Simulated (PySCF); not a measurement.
Hf(F)3(OH)(OH2) (F3H3HfO2), SMILES [F][Hf]([F])(<-[OH2])([F])[OH], multiplicity 1. Geometry: B3LYP-D3(BJ)/def2-SVP. The multiplicity is an assumed one; other spin states were not compared. The def2 effective core potentials stand for the cores of Hf; spin–orbit coupling is left out. The values are those of a single conformer.

### Question
Give the equilibrium geometry at B3LYP-D3(BJ)/def2-SVP (PySCF confirms it by a frequency run) as bond lengths and angles, and its point group. (Estimate from the structure and the level; the computed values follow.)

### Answer
Several could match; the one computed here: point group Cs.
Atoms: Hf1 F2 F3 F4 O5 H6 O7 H8 H9. Bond lengths (Å): Hf1–F2 1.947, Hf1–F3 1.928, Hf1–F4 1.947, Hf1–O5 1.923, Hf1–O7 2.379, O5–H6 0.957, O7–H8 0.969, O7–H9 0.969. Bond angles (°): F2–Hf1–F3 114.7, F2–Hf1–F4 118.6, F2–Hf1–O5 101.0, F2–Hf1–O7 75.0, F3–Hf1–F4 114.7, F3–Hf1–O5 103.2, F3–Hf1–O7 85.5, F4–Hf1–O5 101.0, F4–Hf1–O7 75.0, O5–Hf1–O7 171.3, Hf1–O5–H6 177.1, Hf1–O7–H8 113.5, Hf1–O7–H9 113.5, H8–O7–H9 107.5.
